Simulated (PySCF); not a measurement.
Simulated absorption spectrum

C2H11NSi2.
Z-matrix (Å and degrees, GFN2-xTB geometry), rows numbered from 1:
```
C 
C   1  1.5224
Si  2  1.8986  1  112.21
N   3  1.7308  2  107.03  1  -176.15
Si  4  1.7300  3  128.09  2  -177.29
H   1  1.0895  2  111.21  3  -179.27
H   1  1.0875  2  110.53  3    60.49
H   1  1.0875  2  110.57  3   -59.01
H   2  1.0921  1  108.86  3   122.13
H   2  1.0916  1  108.85  3  -122.22
H   3  1.4706  2  110.11  1    62.95
H   3  1.4673  2  111.25  1   -58.31
H   4  1.0068  3  115.58  2   -10.86
H   5  1.4595  4  106.80  3   -41.46
H   5  1.4636  4  105.95  3  -161.65
H   5  1.4681  4  111.46  3    78.54
```

Theory: PySCF, TDDFT CAM-B3LYP/def2-SVPD, vertical, gas phase, core orbitals frozen in the response.

Each state is given a Gaussian of 0.5 eV full width at half maximum, with ε(max) = 2.175×10⁸ f / Δν̃ (Δν̃ the width in cm⁻¹). The cross-section is σ = 3.8235×10⁻²¹ ε cm², given in Mb (10⁻¹⁸ cm²). The width is an assumption, not a result. The curve ends short of the highest state used, and states not computed would add to its high-energy end.

```csv
λ (nm),σ (Mb)
167.8,6.22
169.5,4.03
171.3,2.44
173.0,1.55
174.8,1.09
176.6,0.91
178.3,0.83
180.1,0.76
181.8,0.67
183.6,0.54
185.3,0.42
187.1,0.33
188.8,0.27
190.6,0.26
192.3,0.30
194.1,0.37
195.9,0.46
197.6,0.53
199.4,0.59
201.1,0.61
202.9,0.59
204.6,0.55
206.4,0.47
208.1,0.39
209.9,0.30
211.6,0.22
213.4,0.16
215.2,0.11
216.9,0.07
218.7,0.04
220.4,0.03
222.2,0.01
223.9,0.01
225.7,0.00
227.4,0.00
229.2,0.00
```

Question: Locate the maxima and give the states behind the curve.

Answer: 201 nm (6.16 eV), ε about 160, made up of S1 (100%) (ε in L mol⁻¹ cm⁻¹; maxima over ε = 5, shares over 10%). At its high-energy end, 7.39 eV, the curve is still rising (ε about 1600, from S3 and S4). The states used: S1 6.16 eV (f 0.0030); S2 6.93 eV (f 0.0036); S3 7.50 eV (f 0.0092); S4 7.66 eV (f 0.044); S5 7.68 eV (f 0.0022); S6 7.85 eV (f 0.0085); S7 7.93 eV (f 0.018); S8 7.99 eV (f 0.023).

Question: On this curve, what absorbance would a 10⁻⁵ mol/L sample give at 193 nm over a 1 cm path?

Answer: 193 nm is 6.424 eV, where ε is about 85 L mol⁻¹ cm⁻¹, so A = ε c l ≈ 0.00085 (Beer–Lambert, with the gas-phase spectrum and the assumed width).

Question: Coming from long wavelengths, where does ε first pass 100 L mol⁻¹ cm⁻¹?

Answer: At about 208 nm (5.96 eV), 0.20 eV below S1.

Question: What would ε be at 6.16 eV, the highest of these maxima, with half the width (0.25 eV)?

Answer: About 319 L mol⁻¹ cm⁻¹ against 160, a factor of about 2.00; a lone state at its own centre would give exactly 2.

One conformer stands for the species.
